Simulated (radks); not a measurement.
Values are calculated unless marked as measured or tabulated.
Ne2+, configuration [He] 2p4 3p2 (not the ground configuration). Code: a radial shooting solver on a logarithmic mesh with Libxc functionals. Model: scalar-relativistic Kohn-Sham, r2SCAN, spin-polarised, spherical densities, finite nucleus; open shells are filled with parallel spins first; meta-GGA in the generalised Kohn-Sham scheme; Fermi nuclear charge, rms radius 3.0055 fm.

Unscreened Slater integrals over Kohn-Sham orbitals (eV). They are taken over the spin-up orbitals. Empty in this configuration: 2s.

F0(3p,3p): 9.8331
F2(3p,3p): 5.1027
F0(3p,2p): 13.123
F2(3p,2p): 2.5878
G0(3p,2p): 1.0372
G2(3p,2p): 1.0599
F0(3p,1s): 14.560
G1(3p,1s): 0.81138
F0(3p,2s): 12.970
G1(3p,2s): 0.82075
F0(2p,2p): 34.661
F2(2p,2p): 16.202
F0(2p,1s): 48.168
G1(2p,1s): 6.6804
F0(2p,2s): 33.105
G1(2p,2s): 19.836
F0(1s,1s): 162.33
F0(1s,2s): 45.170
G0(1s,2s): 3.8589
F0(2s,2s): 32.085

Derived for the open shells (J is the average intra-shell exchange parameter used in DFT+U). 2p: J = F2/5 = 3.240 eV; in LS coupling 1D lies 6 F2/25 = 3.888 eV above 3P. 3p: J = F2/5 = 1.021 eV; in LS coupling 1D lies 6 F2/25 = 1.225 eV above 3P.
